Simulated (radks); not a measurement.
Initial-state core-level shifts of the tantalum ion Ta+ when its valence configuration changes from [Xe] 4f14 5d3 6s1. Method: scalar-relativistic Kohn-Sham, PBE, spin-polarised, spherical densities, finite nucleus; open shells are filled with parallel spins first (spin-orbit coupling, left out, can overturn this in heavy ions); Fermi nuclear charge, rms radius 5.3507 fm; computed with a radial shooting solver on a logarithmic mesh with Libxc functionals. Shifts are changes of the shell-averaged eigenvalues in eV (positive: less bound); the change of the density at the nucleus, which sets a Mossbauer isomer shift, is in e/bohr^3, on a base of 1.395e+06.

| valence | 2p | 4s | 5s | 5p | density at nucleus |
|---|---|---|---|---|---|
| 4f14 5d3 6s0.5 6p0.5 | -0.729 | -0.734 | -0.733 | -0.727 | -41.7 |
| 4f14 5d3 6p1 | -1.446 | -1.455 | -1.455 | -1.442 | -84.6 |
| 4f12 5d3 6s1 6p2 | -29.198 | -29.921 | -16.914 | -14.401 | +191.3 |
| 4f13 5d3 6s1 6p1 | -13.969 | -14.416 | -8.304 | -7.076 | +90.5 |
| 4f12.5 5d3 6s1.5 6p1 | -20.853 | -21.457 | -12.006 | -10.161 | +185.8 |
| 4f14 5d1 6p3 | -9.910 | -9.808 | -9.661 | -9.146 | -68.4 |
| 4f13 5d3 6s2 | -12.665 | -13.105 | -7.017 | -5.827 | +171.6 |
| 4f14 5d4 | +2.403 | +2.376 | +2.378 | +2.219 | -89.2 |
| 4f14 5d2 6s2 | -2.817 | -2.773 | -2.751 | -2.578 | +91.8 |
